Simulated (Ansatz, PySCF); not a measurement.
Reaction (SMILES): [SeH2] (H2Se) → [SeH-] + H+
Structures are relaxed separately at B3LYP-D3(BJ)/def2-TZVP in Ansatz (a program for electronic structure).

Property: gas-phase deprotonation energy (enthalpy at 298 K, with B3LYP-D3(BJ) rigid-rotor harmonic-oscillator terms from PySCF), in eV. Valence correlation only, unless marked. Spin-orbit coupling is left out. Frozen are the shells of the preceding noble gas and the d and f shells that filled before the atom's block. Non-relativistic. Anions need diffuse functions: aug- sets have them; def2-D sets add few; the other sets have none. CBS marks a two-point X^-3 extrapolation of the correlation energy; Hartree-Fock from the larger set.

| level | program | gas-phase deprotonation energy (eV) |
|---|---|---|
| TPSS-D4/def2-TZVPD | PySCF + dftd4 | 14.89 |
| r2SCAN-D3(BJ)/def2-TZVPD | Ansatz + dftd3 | 14.81 |
| SCS-MP2/6-31G | Ansatz | 14.80 |
| CCSD/aug-cc-pVTZ | Ansatz | … |
| CCSD(T)/CBS(aug-cc-pVTZ,aug-cc-pVQZ) | Ansatz | 14.78 |

Task: Complete the blanks.

Result: 
- CCSD/aug-cc-pVTZ, gas-phase deprotonation energy (eV): 14.87
